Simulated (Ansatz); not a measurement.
Which is lower?

Two relaxed structures of NaGeH3S, singlet (PBE0-D4/def2-TZVP; forces vanish, vibrations not checked).

A:

Na1  (-0.712, -1.529, 1.165)
S2  (1.627, -1.273, -0.057)
Ge3  (0.119, 0.557, -0.640)
H4  (-1.189, -0.454, -0.705)
H5  (1.508, -1.930, -1.222)
H6  (-0.151, 0.729, 0.967)
(Å)

B:

| atom | x (Å) | y (Å) | z (Å) |
| --- | --- | --- | --- |
| Na1 | 0.0861 | -1.3088 | 1.9441 |
| S2 | 0.8912 | -1.8582 | -0.5800 |
| Ge3 | -0.0375 | 0.3656 | -0.2191 |
| H4 | -1.1682 | 0.1873 | -1.2951 |
| H5 | 0.9838 | 1.1657 | -1.0993 |
| H6 | 2.1483 | -1.5096 | -0.2584 |

Program: Ansatz 0.2.0. Basis: def2-TZVPP. Cores are frozen in the correlated methods. Filled d shells of the heavier atoms are correlated. The outer core shell of Li, Na, Mg and K is correlated. The def2 sets are not built for correlating such inner shells, so the correlated values are less sure here. B3LYP uses VWN-RPA correlation.

Which structure is lower at CCSD(T), and by how much? (Judge from chemistry; the value comes from the calculation.)

By the calculation: A, by 4.54 kcal/mol (electronic energy, against the other). By their contacts, A is NaGeH₃S ([H]1[Na]23[H][Ge]12[SH]3) and B is NaGeH₃S ([Na]1[SH][GeH2]1).

All methods give the same order:

| method | E(B) − E(A) (kcal/mol) |
| --- | --- |
| PBE-D4 | 6.06 |
| r2SCAN-D4 | 5.23 |
| PBE0-D4 | 5.15 |
| B3LYP-D4 | 6.24 |
| wB97M-V | 5.47 |
| HF | 3.31 |
| MP2 | 3.94 |
| CCSD | 4.35 |
| CCSD(T) | 4.54 |

The T1 diagnostic stays at or below 0.012.

Labels in which every atom is bracketed show which atoms are joined, not bond orders.

For scale, one of the runs: CCSD(T)/def2-TZVPP, 164 basis functions, launched by `ansatz run in.yaml --threads 2 --pin off --events-out ev --progress --plain --max-ram 4352MiB`. The run took 48 s on 2 CPU threads of an Arm Neoverse V1 (shared host), with 1.3 GiB of host memory at its peak.
